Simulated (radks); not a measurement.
Excited configurations of Pt+: one electron is placed in a higher orbital outside [Xe] 4f14 5d8. The ground configuration is [Xe] 4f14 5d9. Calculated with a radial shooting solver on a logarithmic mesh with Libxc functionals: Dirac Kohn-Sham, BLYP, spin-unpolarised, spherical densities, finite nucleus; open shells fill j = l - 1/2 first; Fermi nuclear charge, rms radius 5.427 fm. Excitation = E - E(ground); binding = E(ion) - E, where the ion is the core of charge +2; n* = 2/sqrt(2 binding) in atomic units, and the quantum defect is n - n*.

outer orbital,excitation (eV),binding (eV),n*,quantum defect,<r> (bohr)
5f5/2,15.778,3.464,3.964,1.036,8.445
6p1/2,7.096,12.146,2.117,3.883,3.280
6d3/2,13.626,5.616,3.113,2.887,5.913
7s1/2,12.407,6.835,2.822,4.178,6.148
7p1/2,13.809,5.433,3.165,3.835,7.330
7d3/2,15.812,3.430,3.984,3.016,10.92

The Delta-SCF ionisation energy is 19.242 eV (NIST Atomic Spectra Database: 18.6 eV, measured). Self-interaction in the functional shifts the binding energies and quantum defects, so they are the method's values and not measured ones. Spin polarisation and multiplet splitting are left out, so open shells lie too high by an amount that depends on their filling.

Beside tabulated values, note that spin-unpolarised runs miss the spin-polarisation part of the exchange energy of open shells.
